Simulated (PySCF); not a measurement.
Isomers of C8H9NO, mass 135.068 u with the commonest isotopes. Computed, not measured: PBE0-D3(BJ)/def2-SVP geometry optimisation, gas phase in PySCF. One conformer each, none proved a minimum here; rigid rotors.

Problem. Order these by dipole moment, largest first.
A. `[CH:1]#[C:2][C:3](=[CH2:4])[C:5](=[CH2:6])[CH2:7][C:8]([NH2:9])=[O:10]` with C2–C3–C5–C6 142°, C3–C5–C7–C8 -71°, C5–C7–C8–N9 82°, C7–C8–N9–H -3° and -175°
B. `[CH3:1][C:2](=[O:3])[c:4]1[cH:5][cH:6][cH:7][c:8]([NH2:9])[cH:10]1` with C1–C2–C4–C5 1° (3'-aminoacetophenone)
C. `[CH2:1]=[N:2][c:3]1[cH:4][cH:5][cH:6][c:7]([O:8][CH3:9])[cH:10]1` with C1–N2–C3–C4 -44°, C6–C7–O8–C9 -179°

Solution. A (3.61 D), B (3.03 D), C (1.06 D).

Problem. Order these by out-of-plane moment Σ m c² = (Ia + Ib − Ic)/2, smallest first.
A. `[CH:1]#[C:2][C:3](=[CH2:4])[C:5](=[CH2:6])[CH2:7][C:8]([NH2:9])=[O:10]` with C2–C3–C5–C6 142°, C3–C5–C7–C8 -71°, C5–C7–C8–N9 82°, C7–C8–N9–H -3° and -175°
B. `[CH3:1][C:2](=[O:3])[c:4]1[cH:5][cH:6][cH:7][c:8]([NH2:9])[cH:10]1` with C1–C2–C4–C5 1° (3'-aminoacetophenone)
C. `[CH2:1]=[N:2][c:3]1[cH:4][cH:5][cH:6][c:7]([O:8][CH3:9])[cH:10]1` with C1–N2–C3–C4 -44°, C6–C7–O8–C9 -179°

Solution. B (1.74 u·Å²), C (6.84 u·Å²), A (75.16 u·Å²).

Problem. Order these by rotational constant A, smallest first.
A. `[CH3:1][C:2](=[O:3])[c:4]1[cH:5][cH:6][cH:7][c:8]([NH2:9])[cH:10]1` with C1–C2–C4–C5 1°
B. `[CH2:1]=[N:2][c:3]1[cH:4][cH:5][cH:6][c:7]([O:8][CH3:9])[cH:10]1` with C1–N2–C3–C4 -44°, C6–C7–O8–C9 -179°
C. `[CH:1]#[C:2][C:3](=[CH2:4])[C:5](=[CH2:6])[CH2:7][C:8]([NH2:9])=[O:10]` with C2–C3–C5–C6 142°, C3–C5–C7–C8 -71°, C5–C7–C8–N9 82°, C7–C8–N9–H -3° and -175°

Solution. C (1706 MHz), B (2459 MHz), A (2609 MHz).

| SMILES | point group | Ia (u·Å²) | Ib (u·Å²) | Ic (u·Å²) | κ | μa (D) | μb (D) | μc (D) |
| --- | --- | --- | --- | --- | --- | --- | --- | --- |
| C#CC(=C)C(=C)CC(N)=O | C1 | 296.27 | 452.27 | 598.23 | -0.37 | 3.23 | 1.60 | 0.07 |
| CC(=O)c1cccc(N)c1 | near Cs | 193.69 | 534.15 | 724.37 | -0.74 | 2.52 | 1.48 | 0.80 |
| C=Nc1cccc(OC)c1 | C1 | 205.55 | 533.47 | 725.33 | -0.72 | 0.32 | 0.47 | 0.89 |
